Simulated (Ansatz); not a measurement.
Job for Ansatz (a program for electronic structure): R-CCSD(T)/aug-cc-pVDZ on N2 (SMILES N#N) with ghost functions, monomers drawn apart or pushed together.

Ansatz 0.2 input:
```yaml
crystal:
  periodic: [false, false, false]
  atoms:
    - {symbol: N, position_ang: [-0.43196087, 0.02126841, -0.04456278]}
    - {symbol: N, position_ang: [0.49950556, 0.05338491, -0.61087476]}
basis:
  gaussian:
    orbitals: aug-cc-pVDZ
    ghost_atoms:
      - {symbol: C, position_ang: [-0.35763784, -0.65445046, 3.89038725]}
      - {symbol: F, position_ang: [0.85955146, -0.62810027, 3.21795031]}
      - {symbol: H, position_ang: [-1.15734449, -0.47027819, 3.17257832]}
      - {symbol: H, position_ang: [-0.48222492, -1.63542612, 4.35059142]}
      - {symbol: H, position_ang: [-0.35154381, 0.12229996, 4.65605495]}
magnetization: {spin_polarized: false}
correlation: {method: ccsd_t, electrons: outside_noble_gas}
scf: {lower_state_search: off}
```

Output:

```
WARN ansatz: RAYON_NUM_THREADS=1 ignored (pool sized by the plan → 1); use --threads N
Functional definition: HF
these checks for a lower state are left out or cut short: stability, starts, cluster_reference, orbital_swaps, neighbouring_geometries, increment
integrals: 0.18 GiB planned
965 factors; integrals over basis functions are off by at most 9.9e-4 eV
mean field: 0.19 GiB planned
mean field evaluation 1: about -2964.6812 eV, gradient 1.0e1 eV
mean field evaluation 2: about -2964.6874 eV, gradient 1.0e1 eV
mean field evaluation 4: about -2964.9925 eV, gradient 3.8e-1 eV
mean field evaluation 8: about -2964.9930 eV, gradient 2.5e-5 eV
mean field -2964.99300284 eV, -108.9614831100 hartree, gradient 6.5e-7 eV, S^2 0.000000; 0 other end points of the search recorded, 0 dependent functions left out
2 core orbitals not correlated
reference -2964.99300284 eV, -108.9614831100 hartree; 5, 5 occupied and 112, 112 virtual orbitals, 965 factors
second order -8.57933075 eV of doubles, -0.00000000 eV of singles
coupled cluster: 0.53 GiB planned
cycle   1  -8.29021634 eV  change    2.9e-1 eV  update   7.6e-2
cycle   2  -8.59531663 eV  change   -3.1e-1 eV  update   2.3e-2
cycle   3  -8.65843774 eV  change   -6.3e-2 eV  update   1.0e-2
cycle   4  -8.66309289 eV  change   -4.7e-3 eV  update   2.5e-3
cycle   5  -8.66463979 eV  change   -1.5e-3 eV  update   6.1e-4
cycle   6  -8.66462458 eV  change    1.5e-5 eV  update   1.3e-4
cycle   7  -8.66471239 eV  change   -8.8e-5 eV  update   3.0e-5
cycle   8  -8.66472353 eV  change   -1.1e-5 eV  update   9.2e-6
perturbative correction -0.35938646 eV, -0.0132072089 hartree
Total energy: -2974.01711283 eV, -109.2931130354 hartree
Checks for a lower state left out: stability, starts, cluster_reference, orbital_swaps, neighbouring_geometries, increment
```

The calculation finished and met its thresholds.

Cost: around 2.1 core-seconds (rough).
